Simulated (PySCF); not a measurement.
WO2F2, SMILES [O]=[W](=[O])([F])[F], multiplicity 1. Heavy atoms are numbered as in [W:1](=[O:2])(=[O:3])([F:4])[F:5].

The structure is a stationary point at B3LYP-D3(BJ)/def2-SVP. The multiplicity is an assumed one; other spin states were not compared. The isomer is the one that the SMILES or the coordinates give; other isomers of the formula were not compared. The def2 effective core potentials stand for the cores of W; spin–orbit coupling is left out.

The numbers are results of PBE/def2-TZVP (PySCF), not measurements.

ESP charges are fitted to the potential on shells at 1.4 to 2.0 van der Waals radii. Atomic charges (e), one atom of each kind:

| atom | ESP fit | Löwdin |
|---|---|---|
| W1 | 1.40 | 0.85 |
| O2 | -0.43 | -0.24 |
| F4 | -0.27 | -0.19 |
